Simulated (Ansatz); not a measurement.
C$_{2}$H$_{6}$S$_{2}$Si (`CC1(S)[SiH2]S1`), relaxed with RKS PBE-D4/def2-SVP in Ansatz from a rough embedded geometry. The force threshold is 0.03 eV/Å; the program also tests the step.

The species carries charge 0 and has multiplicity 1.

Start:

```xyz
11

C     0.309   -1.296   -0.367
C    -0.276    0.062   -0.091
S    -1.982    0.007    0.157
Si    0.613    1.188    1.115
S     0.219    1.391   -1.047
H     1.413   -1.196   -0.620
H    -0.141   -1.689   -1.303
H     0.172   -1.954    0.421
H    -2.422    0.183   -1.121
H    -0.018    2.305    1.720
H     2.114    1.000    1.136
```

```json
{"step": "1", "energy (eV)": "-31692.2280", "largest force (eV/Å)": "2.762", "largest move (Å)": "0.000"}
{"step": "2", "energy (eV)": "-31692.9049", "largest force (eV/Å)": "1.962", "largest move (Å)": "0.172"}
{"step": "3", "energy (eV)": "-31693.0937", "largest force (eV/Å)": "0.984", "largest move (Å)": "0.200"}
{"step": "4", "energy (eV)": "-31693.1532", "largest force (eV/Å)": "0.226", "largest move (Å)": "0.107"}
{"step": "5", "energy (eV)": "-31693.1672", "largest force (eV/Å)": "0.239", "largest move (Å)": "0.200"}
{"step": "6", "energy (eV)": "-31693.1756", "largest force (eV/Å)": "0.087", "largest move (Å)": "0.085"}
{"step": "7", "energy (eV)": "-31693.1768", "largest force (eV/Å)": "0.080", "largest move (Å)": "0.045"}
{"step": "8", "energy (eV)": "-31693.1775", "largest force (eV/Å)": "0.013", "largest move (Å)": "0.012"}
```

End:

```xyz
11

C     0.287   -1.260   -0.442
C    -0.277    0.105   -0.088
S    -2.054    0.140    0.246
Si    0.727    1.360    0.891
S     0.406    1.519   -1.196
H     1.389   -1.223   -0.560
H    -0.142   -1.627   -1.399
H     0.032   -1.995    0.349
H    -2.467   -0.258   -0.997
H     0.019    2.299    1.816
H     2.079    0.940    1.381
```

It took 11 s on 4 threads of an Arm Neoverse V2 on a shared host, with 0.16 GiB of host memory at the peak.
